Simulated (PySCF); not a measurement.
**Spin states of CoF⁺**

Unrestricted PBE0; basis Co def2-TZVPPD, F def2-TZVPPD; no relativity; PySCF 2.14. Outer shells of the fragments: Co+ 3d8; F 2s2 2p5.

Followed along the bond (rough minima from three points):

| 2Ms+1 | unpaired | ⟨S²⟩ at the start | R at minimum (Å) | Te (eV) |
| --- | --- | --- | --- | --- |
| 4 | σ ↑, π ↑, δ ↑ | 3.76 | 1.70 | 0.00 |
| 4 | π ↑↑, δ ↑ | 3.76 | 1.71 | 0.25 |
| 4 | σ ↑, π ↑↑ | 3.76 | 1.66 | 0.38 |
| 4 | σ ↑, δ ↑↑ | 3.76 | 1.74 | 0.90 |
| 2 | σ ↓, π ↑, δ ↑ | 1.68 | 1.68 | 0.97 |
| 2 | σ ↓, π ↑, δ ↑ | 1.75 | 1.69 | 1.16 |

Solutions found at the starting distance of 1.785 Å, counted from the lowest of them; the search is not exhaustive and high or unbound solutions are not listed, so other states can lie among these:

```csv
2Ms+1,unpaired,term,E (eV),⟨S²⟩,⟨Lz²⟩,μ (D)
4,"σ ↑, π ↑, δ ↑",mixed,0.00,3.76,4.72,-5.94
4,"π ↑↑, δ ↑",⁴Δ,0.22,3.76,4.00,-5.95
4,"σ ↑, π ↑↑",⁴Σ⁻,0.51,3.76,0.00,-5.70
4,"σ ↑, δ ↑↑",⁴Σ⁻,0.82,3.76,0.00,-6.23
2,"σ ↓, π ↑, δ ↑",mixed,1.01,1.68,4.32,-5.58
2,"σ ↓, π ↑, δ ↑",mixed,1.17,1.75,5.14,-5.63
```

A term symbol is given only where ⟨S²⟩ and ⟨Lz²⟩ are close to those of a pure state; real π, δ and φ orbitals otherwise mix terms. A positive dipole points towards F; it is taken about the centre of mass and depends on that origin.

With d or f electrons several states lie close, and the lowest PBE0 determinant need not be the measured ground state.
